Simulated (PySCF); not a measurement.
Compound: CH7FSeSi2.
SMILES with atom numbers: `[F:1][C@H:2]([SiH3:3])[SiH2:4][SeH:5]` (hydrogens: H6 on C2; H7, H8, H9 on Si3; H10, H11 on Si4; H12 on Se5)

Computed by this run: PySCF 2.14.0, PBE0-D3(BJ)/def2-SVP geometry optimisation, gas phase; density fitting, grid level 1; the optimiser is geomeTRIC in internal coordinates, started from a GFN2-xTB structure with every atom displaced at random (about 0.01 Å).

Step 0: E = -84938.8746 eV
```
atom  x, y, z in Å  |  force x, y, z in eV/Å
F1      0.9476    1.8539   -0.4786    0.319   0.698  -0.577
C2      0.4201    0.6819    0.0393    0.376  -0.098   0.051
Si3     1.7999   -0.6397   -0.0900   -0.169   0.924   0.485
Si4    -1.1890    0.3246   -0.8683   -0.732  -0.120   1.374
Se5    -2.2443   -1.4366    0.1823    0.029  -0.284  -0.521
H6      0.2209    0.9136    1.0945   -0.248  -0.373   0.325
H7      2.0984   -0.8667   -1.4991    0.147  -0.157  -0.607
H8      1.3323   -1.8341    0.5802   -0.184  -0.834   0.323
H9      2.9898   -0.0889    0.6199    0.070  -0.023  -0.051
H10    -1.0015   -0.1509   -2.2148    0.192  -0.217  -0.962
H11    -2.1070    1.4922   -0.8023    0.128   0.208  -0.149
H12    -2.0765   -0.9408    1.5391    0.070   0.275   0.307
```

Step 1: E = -84938.9955 eV
```
atom  x, y, z in Å  |  force x, y, z in eV/Å
F1      0.8947    1.8950   -0.5046   -0.093  -0.290   0.088
C2      0.4320    0.6926    0.0604   -0.004   0.061   0.082
Si3     1.8090   -0.6121   -0.0799    0.194  -0.015  -0.108
Si4    -1.2201    0.2842   -0.7838    0.152   0.009  -0.408
Se5    -2.2526   -1.5182    0.1561    0.076   0.239   0.301
H6      0.2338    0.8655    1.1358    0.014   0.059   0.004
H7      2.0747   -0.9021   -1.5202   -0.039  -0.004   0.000
H8      1.4456   -1.8792    0.6225   -0.086   0.070   0.012
H9      3.0490   -0.0468    0.5278    0.003   0.004   0.025
H10    -0.9870   -0.1429   -2.1977    0.013   0.008   0.056
H11    -2.0156    1.5402   -0.8029   -0.171   0.013   0.107
H12    -2.2726   -0.8676    1.4887   -0.059  -0.155  -0.159
```

Question: Estimate the geometry and energy of step 2. (The exact step hangs on the optimiser's Hessian estimate; all steps are aligned on step 1, rigid shifts and turns removed.)

Answer: E = -84939.0135 eV, largest force 0.138 eV/Å
```
atom  x, y, z in Å  |  force x, y, z in eV/Å
F1      0.9011    1.8877   -0.4997    0.019   0.007  -0.016
C2      0.4353    0.6930    0.0623   -0.033   0.004   0.040
Si3     1.8135   -0.6113   -0.0846    0.061  -0.034  -0.022
Si4    -1.2100    0.2910   -0.7996    0.040   0.050  -0.123
Se5    -2.2179   -1.5078    0.1705    0.001  -0.027   0.023
H6      0.2347    0.8690    1.1372   -0.005   0.008  -0.007
H7      2.0707   -0.9024   -1.5259   -0.016   0.002   0.002
H8      1.4109   -1.8639    0.6188   -0.019   0.008   0.009
H9      3.0556   -0.0607    0.5342   -0.012   0.001  -0.001
H10    -0.9729   -0.1385   -2.2092    0.008   0.003   0.025
H11    -2.0509    1.5244   -0.7977   -0.024  -0.038   0.055
H12    -2.2793   -0.8719    1.4961   -0.019   0.017   0.015
```

The energy changes by -0.0180 eV. The first-order estimate −F·Δx gives -0.0314 eV and the mean of the old and new forces, exact on a quadratic surface, -0.0185 eV. The step makes an angle of 59° with the force vector and moves no atom by more than 0.039 Å.

The cost below is that of the whole optimisation. Time: 58 s; peak memory 0.56 GiB. Hardware: Arm Neoverse V2, one thread, shared host.
